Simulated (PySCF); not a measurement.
2-chloroprop-1-ene (C₃H₅Cl), SMILES ClC(C)=C.

Geometry: PBE-D3(BJ)/def2-SVP.

Two levels are set side by side: PBE/def2-TZVP (PySCF) and CAM-B3LYP/def2-TZVP (PySCF). Same geometry, gas phase. Differences are taken from unrounded values.

| quantity | PBE |
|---|---|
| orbital gap (eV) | 4.99 |
| highest occupied level (eV) | -6.13 |
| lowest empty level (eV) | -1.14 |
| dipole moment (D) | 1.55 |
| mean polarisability (bohr³) | 51.2 |

Problem. These are the PBE values. What does CAM-B3LYP give? (Estimate from the structure and the level; the computed values follow.)

Solution. 
| quantity | CAM-B3LYP | PBE minus CAM-B3LYP |
|---|---|---|
| orbital gap (eV) | 9.60 | -4.61 |
| highest occupied level (eV) | -8.60 | 2.47 |
| lowest empty level (eV) | 0.99 | -2.13 |
| dipole moment (D) | 1.65 | -0.10 |
| mean polarisability (bohr³) | 49.7 | 1.5 |

PBE's occupied levels lie high since its potential decays too fast outside the molecule; exact exchange lowers them and widens the gap. Differences between two approximate levels are no errors against the true value.

Rough cost on one machine, each run with all the roots and properties that it gave: CAM-B3LYP against PBE within a factor of 2.
